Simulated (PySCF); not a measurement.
How the method moves the HOMO and LUMO of `CBOC[SiH3]`

Compound: C₂H₉BOSi.
Geometry (PBE0-D3(BJ)/def2-SVP, Å), atoms numbered from 1 in this order:
```
atom  x, y, z in Å
C1    -1.9447   -0.0561   -0.2106
B2    -1.1408    1.2076    0.2751
O3     0.0442    1.1301    0.9230
C4     0.7156   -0.0770    1.2211
Si5    2.0504   -0.4566   -0.0805
H6    -2.8554    0.2133   -0.7624
H7    -2.2480   -0.6795    0.6499
H8    -1.3310   -0.7049   -0.8591
H9    -1.5318    2.3439    0.1108
H10    1.2019    0.0397    2.2041
H11    0.0178   -0.9282    1.3099
H12    3.0306    0.6663   -0.1451
H13    1.4129   -0.6297   -1.4205
H14    2.7577   -1.7179    0.3001
```

Basis pcSseg-1 throughout (PySCF), one geometry. The structure is a single PBE0-D3(BJ)/def2-SVP conformer in the gas phase; no vibrational or solvent corrections.

How do the orbital energies, the gap and the dipole change with the method?

| method | kind | HOMO (eV) | LUMO (eV) | gap (eV) | μ (D) | SCF cycles |
| --- | --- | --- | --- | --- | --- | --- |
| BLYP | GGA | -6.74 | -0.78 | 5.96 | 1.81 | 14 |
| OPBE | GGA | -6.82 | -0.77 | 6.05 | 1.81 | 14 |
| PBE | GGA | -6.84 | -0.93 | 5.91 | 1.83 | 14 |
| B97-D | GGA | -6.86 | -0.75 | 6.11 | 1.80 | 14 |
| LDA | LDA | -6.91 | -1.17 | 5.75 | 1.91 | 13 |
| BP86 | GGA | -6.95 | -0.98 | 5.97 | 1.83 | 13 |
| KT2 | GGA | -6.95 | -0.95 | 6.00 | 1.76 | 14 |
| KT3 | GGA | -6.99 | -0.88 | 6.11 | 1.74 | 14 |
| B97-2 | global hybrid | -8.01 | 0.08 | 8.09 | 1.81 | 12 |
| B3LYP | global hybrid | -8.04 | -0.15 | 7.90 | 1.82 | 12 |
| PBE0 | global hybrid | -8.27 | 0.08 | 8.35 | 1.83 | 12 |
| mPW1PW91 | global hybrid | -8.31 | 0.09 | 8.39 | 1.83 | 12 |
| BHandHLYP | global hybrid | -9.54 | 1.13 | 10.67 | 1.82 | 12 |
| CAM-B3LYP | range-separated hybrid | -9.66 | 1.21 | 10.87 | 1.86 | 12 |
| wB97X-D | range-separated hybrid | -10.16 | 1.97 | 12.13 | 1.83 | 13 |
| LC-wPBE | range-separated hybrid | -11.02 | 2.44 | 13.46 | 1.89 | 13 |
| HF | Hartree–Fock | -11.51 | 3.61 | 15.12 | 1.82 | 10 |

The HOMO spans 4.77 eV, from BLYP down to HF, and the gap runs from 5.75 eV (LDA) to 15.12 eV (HF). Over the methods BLYP (0 %), OPBE (0 %), PBE (0 %), B97-D (0 %), LDA (0 %), BP86 (0 %), KT2 (0 %), KT3 (0 %), B97-2 (21 %), B3LYP (20 %), PBE0 (25 %), mPW1PW91 (25 %), BHandHLYP (50 %), HF (100 %), a straight line through the gap against the share of exact exchange rises by 0.92 eV for each 10 % (correlation coefficient 0.999). The dipole ranges from 1.74 D (KT3) to 1.91 D (LDA). This basis has no diffuse functions.
